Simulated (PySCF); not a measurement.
CH5InOS2, SMILES C[O][In]([SH])[SH]. Atoms are numbered in the order given.

```xyz
10

In     0.0631    -0.1004     0.0528
O      0.4212    -0.1030    -1.9228
C     -0.1716     0.8081    -2.8091
H     -0.1986     1.8519    -2.4307
H      0.4117     0.8269    -3.7480
H     -1.2116     0.5303    -3.0765
S     -1.3142     1.6698     0.9687
H     -1.5234     2.2088    -0.2568
S      1.0960    -1.8646     1.3232
H      0.5798    -1.4076     2.4894
```

Coordinates come from a B3LYP-D3(BJ)/def2-SVP optimisation. The structure was generated by enumeration; whether it is a known compound was not checked. The def2 effective core potentials stand for the cores of In; spin–orbit coupling is left out. The values are those of a single conformer.

Method: PySCF with PBE0/def2-TZVP.

Isolated molecule, no solvent.

Problem. Estimate the frontier levels, gap, dipole moment and polarisability. (An estimate is asked for; the answer gives what the named calculation found.)

Solution. 
The highest occupied level is -7.62 eV and the lowest empty level is -2.03 eV. The orbital gap is 5.58 eV and the dipole moment comes out as 1.31 D. The quadrupole, principal values (traceless, Buckingham form, about the centre of nuclear charge) is -9.50, 1.34, 8.16 D·Å and the mean static polarisability comes out as 94.8 bohr³ (14.05 Å³). The polarisability, principal values is 64.3, 99.4, 120.8 bohr³.
